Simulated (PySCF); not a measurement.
## Which orbitals make which state

CH8N4Si3.
Numbering: `[N:1]#[C:2][SiH:3]1[NH:4][SiH2:5][NH:6][SiH2:7][NH:8]1` (hydrogens: H9 on Si3; H10 on N4; H11, H12 on Si5; H13 on N6; H14, H15 on Si7; H16 on N8)

Computed with TDDFT PBE0/def2-SVPD, vertical, gas phase, core orbitals frozen in the response in PySCF. Geometry: GFN2-xTB, one conformer, isolated molecule.

Orbital energies (eV): HOMO-3 -9.84, HOMO-2 -8.17, HOMO-1 -7.83, HOMO -7.69, LUMO -0.64, LUMO+1 -0.32, LUMO+2 -0.08.

Computed singlets:

| state | E (eV) | f |
| --- | --- | --- |
| S1 | 5.97 | 0.0019 |
| S2 | 5.98 | 0.010 |
| S3 | 6.29 | 0.0028 |
| S4 | 6.30 | 0.0025 |
| S5 | 6.31 | 0.0042 |
| S6 | 6.43 | 0.0055 |

Assign a leading configuration to S1, S2, S3, S5 and S6 and set E beside the orbital difference Δε.

| state | leading configuration | weight | Δε (eV) | E (eV) | E − Δε (eV) | f | other configurations |
| --- | --- | --- | --- | --- | --- | --- | --- |
| S1 | HOMO→LUMO | 0.69 | 7.05 | 5.97 | -1.07 | 0.0019 | H-2→L (14%), H-1→L (10%) |
| S2 | HOMO-1→LUMO | 0.84 | 7.19 | 5.98 | -1.21 | 0.010 | H→L (8%) |
| S3 | HOMO→LUMO+2 | 0.73 | 7.61 | 6.29 | -1.32 | 0.0028 | H→L+1 (14%) |
| S5 | HOMO-1→LUMO+1 | 0.60 | 7.51 | 6.31 | -1.21 | 0.0042 | H→L+1 (25%) |
| S6 | HOMO-2→LUMO | 0.80 | 7.53 | 6.43 | -1.10 | 0.0055 | H→L (14%) |

E − Δε runs from -1.32 to -1.07 eV. 

H and L stand for HOMO and LUMO. The other states: S4 6.30 eV, f 0.0025, H→L+1 (42%), H-1→L+1 (29%), H→L+2 (16%).

Triplets, Tamm–Dancoff:

```csv
state,E (eV),λ (nm),"main configurations (H = HOMO, L = LUMO)"
T1,5.73,216.3,H-1→L (75%)
T2,5.75,215.4,"H→L (57%), H-2→L (27%)"
```

Summed over the main configurations (up to three a state, each over 8%) of all 6 singlets, the electron leaves HOMO with weight 2.62, HOMO-1 with weight 1.84 and HOMO-2 with weight 0.95.

Hardware: Arm Neoverse V2, one thread, shared host with 32 logical CPUs at a one-minute load of 18. Cost: 44 s, 0.98 GiB resident at most.
